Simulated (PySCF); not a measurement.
GaH₂, SMILES [GaH2+], charge +1.

Coordinates come from a B3LYP-D3(BJ)/def2-TZVPD optimisation. The spin state was assumed, not searched. The isomer is the one that the SMILES or the coordinates give; other isomers of the formula were not compared.

Calculation: TDA-PBE/def2-TZVPD (PySCF).

Vertical excitations; the highest root listed may be one member of a degenerate set. Gas-phase values at a fixed geometry. State labels are in the subgroup D2h.

Computed UV-visible absorptions:
```json
[
 {"state": "S1", "symmetry": "B3g", "energy (eV)": "6.39", "λ (nm)": "194", "f": "0.000", "main pairs": "HOMO→LUMO (degenerate set)"},
 {"state": "S2", "symmetry": "B2g", "energy (eV)": "6.39", "λ (nm)": "194", "f": "0.000", "main pairs": "HOMO→LUMO+1 (degenerate set)"},
 {"state": "S3", "symmetry": "B2u", "energy (eV)": "10.37", "λ (nm)": "120", "f": "0.301", "main pairs": "HOMO−1→LUMO (degenerate set)"},
 {"state": "S4", "symmetry": "B3u", "energy (eV)": "10.37", "λ (nm)": "120", "f": "0.301", "main pairs": "HOMO−1→LUMO+1 (degenerate set)"},
 {"state": "S5", "symmetry": "B1u", "energy (eV)": "10.39", "λ (nm)": "119", "f": "1.433", "main pairs": "HOMO→LUMO+2 84 %"},
 {"state": "S6", "symmetry": "Ag", "energy (eV)": "11.53", "λ (nm)": "108", "f": "0.000", "main pairs": "HOMO−1→LUMO+2 (degenerate set)"},
 {"state": "S7", "symmetry": "B1u", "energy (eV)": "11.53", "λ (nm)": "108", "f": "0.026", "main pairs": "HOMO→LUMO+3 (degenerate set)"},
 {"state": "S8", "symmetry": "B3u", "energy (eV)": "12.68", "λ (nm)": "98", "f": "0.604", "main pairs": "HOMO→LUMO+4 (degenerate set)"},
 {"state": "S9", "symmetry": "B2u", "energy (eV)": "12.68", "λ (nm)": "98", "f": "0.604", "main pairs": "HOMO→LUMO+5 (degenerate set)"},
 {"state": "S10", "symmetry": "B1u", "energy (eV)": "12.87", "λ (nm)": "96", "f": "0.000", "main pairs": "HOMO→LUMO+7 100 %"},
 {"state": "T1", "symmetry": "B3g", "energy (eV)": "5.79", "λ (nm)": "214", "f": "0", "main pairs": "HOMO→LUMO (degenerate set)"},
 {"state": "T2", "symmetry": "B2g", "energy (eV)": "5.79", "λ (nm)": "214", "f": "0", "main pairs": "HOMO→LUMO+1 (degenerate set)"},
 {"state": "T3", "symmetry": "B1u", "energy (eV)": "6.37", "λ (nm)": "195", "f": "0", "main pairs": "HOMO→LUMO+2 99 %"},
 {"state": "T4", "symmetry": "B2u", "energy (eV)": "8.24", "λ (nm)": "150", "f": "0", "main pairs": "HOMO−1→LUMO 99 %"}
]
```
Triplets are in the Tamm–Dancoff approximation.
